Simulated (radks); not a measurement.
The numbers below are computed, except where a source is named.
The nuclear charge of the silicon ion Si+ is varied continuously with 13 electrons held in [Ne] 3s2 3p1. Code: a radial shooting solver on a logarithmic mesh with Libxc functionals. Model: non-relativistic Kohn-Sham, PBE, spin-unpolarised, spherical densities, point nucleus. By the Hellmann-Feynman theorem dE/dZ = E(electron-nucleus)/Z, the electronic potential at the nucleus.

[
 {"Z": "13", "E (hartree)": "-242.22496", "E(electron-nucleus)/Z (hartree)": "-44.4973", "HOMO": "3p", "e(HOMO) (eV)": "-2.720", "<r> HOMO (bohr)": "3.445"},
 {"Z": "13.2", "E (hartree)": "-251.21246", "E(electron-nucleus)/Z (hartree)": "-45.3773", "HOMO": "3p", "e(HOMO) (eV)": "-4.187", "<r> HOMO (bohr)": "3.163"},
 {"Z": "13.4", "E (hartree)": "-260.37577", "E(electron-nucleus)/Z (hartree)": "-46.2556", "HOMO": "3p", "e(HOMO) (eV)": "-5.823", "<r> HOMO (bohr)": "2.938"},
 {"Z": "13.6", "E (hartree)": "-269.71461", "E(electron-nucleus)/Z (hartree)": "-47.1326", "HOMO": "3p", "e(HOMO) (eV)": "-7.619", "<r> HOMO (bohr)": "2.752"},
 {"Z": "13.8", "E (hartree)": "-279.22872", "E(electron-nucleus)/Z (hartree)": "-48.0084", "HOMO": "3p", "e(HOMO) (eV)": "-9.569", "<r> HOMO (bohr)": "2.594"},
 {"Z": "14", "E (hartree)": "-288.91791", "E(electron-nucleus)/Z (hartree)": "-48.8834", "HOMO": "3p", "e(HOMO) (eV)": "-11.667", "<r> HOMO (bohr)": "2.458"},
 {"Z": "14.2", "E (hartree)": "-298.78201", "E(electron-nucleus)/Z (hartree)": "-49.7575", "HOMO": "3p", "e(HOMO) (eV)": "-13.911", "<r> HOMO (bohr)": "2.338"},
 {"Z": "14.4", "E (hartree)": "-308.82088", "E(electron-nucleus)/Z (hartree)": "-50.6310", "HOMO": "3p", "e(HOMO) (eV)": "-16.297", "<r> HOMO (bohr)": "2.232"},
 {"Z": "14.6", "E (hartree)": "-319.03438", "E(electron-nucleus)/Z (hartree)": "-51.5039", "HOMO": "3p", "e(HOMO) (eV)": "-18.823", "<r> HOMO (bohr)": "2.136"},
 {"Z": "14.8", "E (hartree)": "-329.42242", "E(electron-nucleus)/Z (hartree)": "-52.3764", "HOMO": "3p", "e(HOMO) (eV)": "-21.486", "<r> HOMO (bohr)": "2.050"},
 {"Z": "15", "E (hartree)": "-339.98489", "E(electron-nucleus)/Z (hartree)": "-53.2483", "HOMO": "3p", "e(HOMO) (eV)": "-24.285", "<r> HOMO (bohr)": "1.972"}
]

The central difference of E at Z = 14 is -48.883 hartree, to compare with the third column; the second derivative is -4.37 hartree.
